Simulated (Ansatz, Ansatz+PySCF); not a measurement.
```xyz
5

C     0.0000    0.0000   -1.6321
Br    0.0000    0.0000    0.4518
H     0.0000   -1.1226   -2.0066
H    -0.9722    0.5613   -2.0066
H     0.9722    0.5613   -2.0066
```

RHF-MP2 on singlet CH₃Br was run in several spherical basis sets with Ansatz (development build ahead of 0.2.0). Frozen core: 10 orbitals.

(1) Rank the basis sets by the total energy that they give, lowest first, with the distance from the lowest.
A. cc-pVTZ
B. cc-pVDZ
C. 6-31G(d)
D. def2-SVP
E. def2-TZVP

Answers

(1) A (0.00 eV), E (0.11 eV), B (5.88 eV), C (10.95 eV), D (11.79 eV).

Totals follow the description of the cores as much as that of the bonds, so this order isn't one of quality for chemistry.
